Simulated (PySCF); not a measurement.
ClF2H3Si2, SMILES F[SiH](F)[SiH2]Cl.

Geometry: PBE0-D3(BJ)/def2-SVP. This is a generated structure with no PubChem entry under its InChIKey; it may be hypothetical. Other conformers were not sampled.

Computed with r2SCAN/def2-TZVP (PySCF).

Isolated molecule, no solvent.

```
Item                                                                                                           Result
---------------------------------------------------------------------------------------------  ----------------------
total energy                                                                                      -1240.81223 hartree
highest occupied level                                                                                       -7.57 eV
lowest empty level                                                                                           -1.75 eV
orbital gap                                                                                                   5.82 eV
dipole moment                                                                                                  1.25 D
quadrupole, principal values (traceless, Buckingham form, about the centre of nuclear charge)   -6.22, 0.27, 5.95 D·Å
mean static polarisability                                                                       61.9 bohr³ (9.18 Å³)
polarisability, principal values                                                               53.2, 61.9, 70.7 bohr³
```
